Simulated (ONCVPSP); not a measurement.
LDA (Perdew-Zunger) ONCV dataset for C (Z = 6), scalar-relativistic all-electron reference.

```
Element                 : C
Generator               : ONCVPSP 4.0.1
Type                    : optimised norm-conserving Vanderbilt (ONCV)
Functional              : LDA (Perdew-Zunger)
Relativity              : scalar-relativistic
Frozen core             : [He]
Valence charge          : 4
Reference configuration : 2s2 2p2
Partial waves           : 2s: rc 1.25 bohr, ncon 3, nbas 7, qcut 5.6 1/bohr, 1 projector; 2p: rc 1.45 bohr, ncon 4, nbas 8, qcut 4.6 1/bohr, 2 projectors, debl 2.7 Ha; d scattering state at 0.42 Ha: rc 1.50 bohr, ncon 4, nbas 7, qcut 5.8 1/bohr, 2 projectors, debl 0.7 Ha
Local potential         : polynomial inside 1.05 bohr (lpopt 5, dvloc0 3 Ha)
Core correction         : polynomial model core, fcfact 0.65
```

Problem. Does the generator finish with these settings?

Solution. Yes, a potential is produced and its reference levels are reproduced.

Problem. Estimate the cutoffs (Ha) at which the residual kinetic energy of the hardest occupied pseudo-wave falls to 1 and 0.1 mHa per electron.

Solution. 80 Ha and 98 Ha.

Problem. Does the potential have ghost states?

Solution. No bound ghost flagged; no localised positive-energy state flagged.

Problem. Which valence shell sets the plane-wave cutoff?

Solution. 2p: 80 Ha for 1 mHa per electron, against 14 Ha for 2s.

Problem. Tests: 2s2 2p1; 2s2 2p0; 2s1 2p0; 2s0 2p4. Which has the largest error in its energy relative to the reference configuration, and how large is it?

Solution. 2s1 2p0, with +433 meV (all-electron minus pseudo) on +83.22 eV.
